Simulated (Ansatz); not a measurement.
`C=C[Te]` radical. The species carries charge 0 and has multiplicity 2. Te takes the def2 core potential. The structure was optimised at the PBE0-D4/def2-TZVP level.

```xyz
6

C     0.370   -0.204   -0.642
C    -0.099    0.045    0.583
Te   -1.860    1.084    0.918
H    -0.152    0.128   -1.532
H     1.298   -0.753   -0.784
H     0.443   -0.299    1.457
```

Task: What is the dipole moment at B3LYP/def2-TZVPP? (Estimate.)

Result: Ansatz gave: 1.47 D, with components (1.17, -0.68, -0.58) D in this frame, pointing from negative to positive charge.

Task: And with PBE, r2SCAN, ωB97M-V? (An estimate is asked.)

Result: Ansatz gave: PBE 1.51 D, r2SCAN 1.57 D, ωB97M-V 1.35 D.

Task: Give the Mulliken charges with B3LYP, r2SCAN, ωB97M-V in def2-TZVPP. (Best estimate.)

Result: Ansatz gave: 
```tsv
atom	B3LYP	r2SCAN	ωB97M-V
C1	-0.17	-0.11	-0.16
C2	-0.24	-0.19	-0.26
Te3	0.05	0.02	0.08
H4	0.12	0.10	0.12
H5	0.12	0.09	0.12
H6	0.11	0.08	0.11
```

B3LYP here is the variant with VWN-RPA as its local correlation; programs differ in this.
